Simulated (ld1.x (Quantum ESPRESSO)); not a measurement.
**u(r) = r·R(r): atom against pseudo-atom (copper (Cu))**

Columns: radius, all-electron u(r) and pseudo u(r) of the 3d shell (level -5.01 eV) of copper in the configuration [Ar] 3d10 4s1 4p0; BLYP, scalar-relativistic, TM scheme, ld1.x (Quantum ESPRESSO) 7.5.

```
r (bohr)  all-electron  pseudo
   0.123        0.1598  0.0405
   0.245        0.5178  0.2635
   0.368        0.7987  0.6400
   0.490        0.9382  0.9547
   0.613        0.9706  1.0689
   0.735        0.9400  1.0182
   0.858        0.8793  0.9110
   0.980        0.8084  0.8141
   1.103        0.7358  0.7360
   1.225        0.6674  0.6674
   1.348        0.6038  0.6038
   1.470        0.5466  0.5466
   1.593        0.4947  0.4947
   1.715        0.4486  0.4486
   1.838        0.4069  0.4069
   1.960        0.3700  0.3700
   2.083        0.3365  0.3365
   2.205        0.3068  0.3068
   2.328        0.2797  0.2797
   2.450        0.2556  0.2556
   2.573        0.2336  0.2336
   2.695        0.2139  0.2139
   2.818        0.1959  0.1959
   2.940        0.1797  0.1797
   3.063        0.1648  0.1648
   3.185        0.1514  0.1514
```

(1) How many radial nodes do the two functions have?

(2) At about which radius was the pseudo-wave matched?

(3) Is the pseudo-wave norm-conserving?

Results:

(1) The all-electron 3d function has n − l − 1 = 0; the pseudo-wave has 0.

(2) 1.20 bohr, where the columns begin to agree (steps of 0.12 bohr).

(3) Yes: the TM scheme keeps the norm inside the radius equal to the all-electron one, which fixes the energy derivative of the logarithmic derivative at the level.
